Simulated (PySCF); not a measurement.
Level of theory: TPSSh-D3(BJ)/def2-TZVP // CAM-B3LYP-D3(BJ)/def2-TZVP (PySCF). Isolated molecules, 0 K electronic values unless said otherwise. Delta-SCF ions had no search for a lower state. 

Reference species (SMILES): `C=[SiH2]` (neutral, multiplicity 1).

The dipole moment is 0.67 D and the vertical ionisation energy (Delta-SCF) comes out as 8.76 eV.

Changed species: `[NH2][AlH2]`.

Task: Give the shifts of the dipole moment and vertical ionisation energy (Delta-SCF).

Result: the dipole moment goes up by 0.67 D, to 1.34 D; the vertical ionisation energy (Delta-SCF) rises by 1.17 eV, to 9.93 eV.
